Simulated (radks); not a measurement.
Ionisation of the chlorine ion Cl2+, [Ne] 3s2 3p3, to [Ne] 3s2 3p2 as the strength of local exchange is varied. Method: scalar-relativistic Kohn-Sham, Slater X-alpha exchange (alpha = 2/3 is LDA exchange), no correlation, spin-polarised, spherical densities, point nucleus; open shells are filled with parallel spins first; computed with a radial shooting solver on a logarithmic mesh with Libxc functionals.

alpha = 0.667: E(Cl2+) (hartree) -457.57465; exchange (hartree) -24.81999; IE (eV) 38.473; -e of the level emptied (eV) 31.971 (3p); <r> of it (bohr) 1.597
alpha = 0.734: E(Cl2+) (hartree) -460.07390; exchange (hartree) -27.43198; IE (eV) 39.794; -e of the level emptied (eV) 33.254 (3p); <r> of it (bohr) 1.577
alpha = 0.8: E(Cl2+) (hartree) -462.54645; exchange (hartree) -30.02614; IE (eV) 41.117; -e of the level emptied (eV) 34.542 (3p); <r> of it (bohr) 1.558
alpha = 0.882: E(Cl2+) (hartree) -465.63308; exchange (hartree) -33.27842; IE (eV) 42.791; -e of the level emptied (eV) 36.174 (3p); <r> of it (bohr) 1.535
alpha = 0.932: E(Cl2+) (hartree) -467.52314; exchange (hartree) -35.27742; IE (eV) 43.827; -e of the level emptied (eV) 37.186 (3p); <r> of it (bohr) 1.521

NIST Atomic Spectra Database: 39.8 +/- 0.11 eV (semi-empirical). The Delta-SCF value meets it near alpha = 0.73. Open shells are spherical and high-spin; term and fine-structure splittings are not resolved.
